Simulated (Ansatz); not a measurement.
Reaction (formal exchange of groups at a Ga–H bond): `[SH][GaH2]` + `ClC1=NCC1` → `[SH][GaH][Cl]` + `C1=NCC1`

Calculated with Ansatz (gas phase, PBE0-D4/def2-TZVP geometries, no zero-point term in ΔE). CBS: MP2 limit from def2 TZ/QZ plus the TZ coupled-cluster correction, frozen cores. Functionals use def2-TZVPP. HSE06 is defined as in plane-wave codes. For Ga outer-core shells are correlated without core-valence functions, which leaves a few kJ/mol of doubt a bond. Scalar relativity is left out up to krypton. One conformer a species, not always the lowest.

```tsv
level	ΔE (kJ/mol)	difference from CCSD(T)/CBS
revPBE-D4	-137.0	20.8
B97M-V	-145.2	12.6
r2SCAN0-D4	-154.6	3.2
HSE06-D4	-148.9	8.9
B2PLYP	-154.8	3.0
PBE	-139.8	18.0
BLYP	-145.4	12.4
PBE0	-149.5	8.3
r2SCAN0	-155.0	2.8
BHLYP	-163.1	-5.3
CAM-B3LYP	-153.9	3.9
RPA@PBE/def2-TZVPP	-150.5	7.3
CCSD(T)/def2-SVP	-158.7	-0.9
CCSD(T)/def2-TZVPP	-156.2	1.6
MP2/CBS(def2)	-156.6	1.2
CCSD/CBS(def2)	-162.3	-4.5
CCSD(T)/CBS	-157.8	0
```

Largest T1 diagnostic among the species: 0.013.

From r2SCAN to r2SCAN0 (25 % exact exchange), in def2-TZVPP and without D4, ΔE moves by −6.8 kJ/mol. In def2-TZVPP, CCSD(T) changes the Hartree–Fock value by +20.7 kJ/mol (the triples alone add +4.4 kJ/mol) and MP2 by +22.0 kJ/mol.
